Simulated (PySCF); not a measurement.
## UHF on Ni (nickel, neutral)

Configuration: [Ar] 3d8 4s1 4p1, one real determinant (an excited configuration). All numbers are calculated (PySCF 2.14, scalar relativity by spin-free X2C-1e, in x2c-TZVPPall (6s5p4d2f1g, 64 functions)).

| Quantity | Value |
| --- | --- |
| Total energy | -1518.998414 hartree |
| One-electron energy | -2108.0940 hartree |
| Hartree (Coulomb) energy | 651.6167 hartree |
| Exchange energy | -62.5212 hartree |
| ⟨S²⟩ | 6.0018 |
| ⟨L²⟩ | 14.056 |
| Sum of ⟨r⟩ | 21.98 bohr |
| Sum of ⟨r²⟩ | 37.59 bohr² |
| Traceless quadrupole moment −½Σ⟨3z² − r²⟩ along its main axis | -5.53 e·bohr² |
| Langevin diamagnetic susceptibility | -29.8 ×10⁻⁶ cm³/mol |

```json
{"shell": "1s α", "electrons": "1", "mean orbital energy (eV)": "-8403.4", "spread (eV)": "0", "rms radius, mean of both spins (bohr)": "0.0624"}
{"shell": "1s β", "electrons": "1", "mean orbital energy (eV)": "-8403.2", "spread (eV)": "0", "rms radius, mean of both spins (bohr)": "0.0624"}
{"shell": "2s α", "electrons": "1", "mean orbital energy (eV)": "-1052.7", "spread (eV)": "0", "rms radius, mean of both spins (bohr)": "0.265"}
{"shell": "2s β", "electrons": "1", "mean orbital energy (eV)": "-1050.6", "spread (eV)": "0", "rms radius, mean of both spins (bohr)": "0.265"}
{"shell": "2p α", "electrons": "3", "mean orbital energy (eV)": "-901.91", "spread (eV)": "0.019", "rms radius, mean of both spins (bohr)": "0.238"}
{"shell": "2p β", "electrons": "3", "mean orbital energy (eV)": "-899.93", "spread (eV)": "0.077", "rms radius, mean of both spins (bohr)": "0.238"}
{"shell": "3s α", "electrons": "1", "mean orbital energy (eV)": "-139.57", "spread (eV)": "0", "rms radius, mean of both spins (bohr)": "0.795"}
{"shell": "3s β", "electrons": "1", "mean orbital energy (eV)": "-133.96", "spread (eV)": "0", "rms radius, mean of both spins (bohr)": "0.795"}
{"shell": "3p α", "electrons": "3", "mean orbital energy (eV)": "-93.854", "spread (eV)": "0.013", "rms radius, mean of both spins (bohr)": "0.848"}
{"shell": "3p β", "electrons": "3", "mean orbital energy (eV)": "-87.352", "spread (eV)": "0.299", "rms radius, mean of both spins (bohr)": "0.848"}
{"shell": "3d α", "electrons": "5", "mean orbital energy (eV)": "-20.515", "spread (eV)": "1.716", "rms radius, mean of both spins (bohr)": "1.11"}
{"shell": "3d β", "electrons": "3", "mean orbital energy (eV)": "-17.914", "spread (eV)": "0.221", "rms radius, mean of both spins (bohr)": "1.11"}
{"shell": "4s α", "electrons": "1", "mean orbital energy (eV)": "-10.104", "spread (eV)": "0", "rms radius, mean of both spins (bohr)": "3.10"}
{"shell": "4p α", "electrons": "1", "mean orbital energy (eV)": "-4.887", "spread (eV)": "0", "rms radius, mean of both spins (bohr)": "3.47"}
```

⟨L²⟩ = 14.06 against 20 for a pure G term, so this real determinant mixes terms.

Densities and radii are taken from the X2C orbitals without a picture-change correction, which distorts them close to the nucleus.

Spin-orbit constants ζ (cm⁻¹) from the X2C one-electron operator on these orbitals: bare nucleus, nucleus screened by l(l+1)(2l+1)/3 electrons, and screened by the Breit-Pauli mean field of the electrons.

| shell | bare | screened nucleus | mean field |
| --- | --- | --- | --- |
| 2p | 98220 | 91200 | 87980 |
| 3p | 12270 | 11400 | 10920 |
| 3d | 1145 | 736.1 | 665.7 |
| 4p | 417.2 | 387.4 | 367.1 |

To first order the Landé constant is A = -101.9 cm⁻¹, so the lowest level has J = 6 and lies 0.101 eV below the centre of the term. This holds in LS coupling only.
